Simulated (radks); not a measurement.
The numbers below are computed, except where a source is named.
These are the eigenvalues of the occupied orbitals of an atom or ion with whole-number occupations (eV). Code: a radial shooting solver on a logarithmic mesh with Libxc functionals. Model: non-relativistic Kohn-Sham, TPSS, spin-polarised, spherical densities, point nucleus; meta-GGA in the generalised Kohn-Sham scheme.

orbital  eigenvalue
1s down   -27528.66
1s up     -27528.66
2s up     -4617.201
2s down   -4615.064
2p up     -4358.355
2p down   -4356.752
3s up     -1382.755
3s down   -1380.097
3p up     -1277.354
3p down   -1274.527
3d up     -1086.789
3d down   -1083.396

Which element is it, and in what charge state? The configuration may be excited. Open shells, if any, are filled with parallel spins first.

Answer. Z = 49, indium, charge +22: In22+ in [Ar] 3d9. The list shows which subshells hold electrons but not how many an open one holds; the 1s level, -1011.7 hartree, gives Z - s = 45.0 by -(Z - s)^2/2, which with screening narrows Z to a few neighbours, and the depths of the outer levels then fix element, charge and occupations together.
